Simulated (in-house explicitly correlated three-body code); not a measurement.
Computed with an exponentially correlated three-body code. Model: two electrons around a point charge, non-relativistic, variational in 260 exponentially correlated functions (energies converged to about 1e-7 hartree, or 1e-8 relative for large Z).

Command:
```bash
python run_hyl.py task.json out
```
Settings (lengths in bohr, energies in hartree):
```
Z                      2
nuclear_mass           0.5
interaction_strength   1
functions              260
states_tried           13
```

Run time, properties included: 37 s on 1 thread of AMD EPYC 7R13 Processor (Zen 3) (shared host).

**Those bound S and P states to n = 4 that converged, binding against the one-electron ion.**

Given: nuclear charge 2; mass of the centre 0.5 electron masses.

Computed: one-electron threshold -0.666666667 hartree.

| term | energy (hartree) | binding (eV) |
| --- | --- | --- |
| 1 1S | -1.00753575 | 9.2755 |
| 2 3P | -0.804285539 | 3.7448 |
| 2 3S | ? | ? |
| 2 1P | -0.718030867 | 1.3977 |
| 3 1S | -0.701256942 | 0.94125 |
| 3 3S | -0.697508374 | 0.83925 |
| 4 1S | -0.68586032 | 0.52229 |
| 4 3S | -0.684352795 | 0.48126 |

**Question.** What belongs in the row 2 3S?

**Answer.** energy (hartree): -0.733334446; binding (eV): 1.8141.

**Converged states only, values per electron or pair.**

| term | mean r (bohr) | mean r squared (bohr²) | mean inverse r (1/bohr) | mean r12 (bohr) | mean inverse r12 (1/bohr) | mean cosine | mean p1 dot p2 (bohr⁻²) | delta r1 (bohr⁻³) | delta r12 (bohr⁻³) |
| --- | --- | --- | --- | --- | --- | --- | --- | --- | --- |
| 1 1S | 2.5427 | 8.6892 | 0.6002 | 3.3436 | 0.38572 | 0.18478 | -0.072196 | 0.075596 | 0.0043712 |
| 2 3P | ? | ? | ? | ? | ? | ? | ? | ? | - |
| 2 3S | 6.8731 | 78.77 | 0.39159 | 11.506 | 0.099708 | 0.092323 | -0.011296 | 0.04956 | - |
| 2 1P | 7.8598 | 106.59 | 0.38035 | 13.472 | 0.085343 | 0.074845 | -0.01781 | 0.048343 | 1.004e-06 |
| 3 1S | 12.086 | 275.17 | 0.3665 | 21.94 | 0.063499 | 0.041101 | -0.024689 | 0.048124 | 0.00028902 |
| 3 3S | 13.32 | 339.94 | 0.36172 | 24.383 | 0.051869 | 0.047595 | -0.011901 | 0.047906 | - |
| 4 1S | 20.754 | 867.99 | 0.35192 | 39.259 | 0.035967 | 0.026702 | -0.013958 | 0.047559 | 0.00011892 |
| 4 3S | 22.346 | 1015.5 | 0.34998 | 42.434 | 0.031203 | 0.029083 | -0.0086542 | 0.047482 | - |

**Question.** What belongs in the row 2 3P?

**Answer.** mean r (bohr): 3.8032; mean r squared (bohr²): 20.874; mean inverse r (1/bohr): 0.45458; mean r12 (bohr): 5.7024; mean inverse r12 (1/bohr): 0.20974; mean cosine: 0.057948; mean p1 dot p2 (bohr⁻²): -0.13317; delta r1 (bohr⁻³): 0.048261.
